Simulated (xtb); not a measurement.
Job for xtb: GFN2-xTB on LiCl-, 2S+1 = 2, a spin state set in the input, which need not be the lowest, a point of a bond scan (R = 2.088 Å). Charge -1.

```
$ xtb mol.xyz --gfn 2 --sp --chrg -1 --uhf 1
2

Li     0.00000000     0.00000000     0.00000000
Cl     0.00000000     0.00000000     2.08823400
```

Question: What total energy does the run end on?

Answer: -4.9901 hartree.
